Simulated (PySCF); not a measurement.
Vertical excitations of a molecule C5H7F from TDDFT-PBE/def2-SVPD run with PySCF 2.14.0, as energy in eV (oscillator strength): 6.08 (0.022), 6.56 (0.052), 6.65 (0.047), 7.04 (0.031), 7.28 (0.038), 7.41 (0.029), 7.52 (0.011), 7.63 (0.013), 7.90 (0.006), 7.93 (0.006). Lowest triplet (TDA): 4.42 eV. Geometry optimised at r2SCAN-D4/def2-SVP. One conformer was computed; it need not be the lowest.

Question: Identify the compound among the candidates.
A. C[C@H]1C=C(F)C1
B. FC1CC=CC1
C. C=C/C(F)=C\C
D. C=C1CC(F)C1

Answer: A, C[C@H]1C=C(F)C1
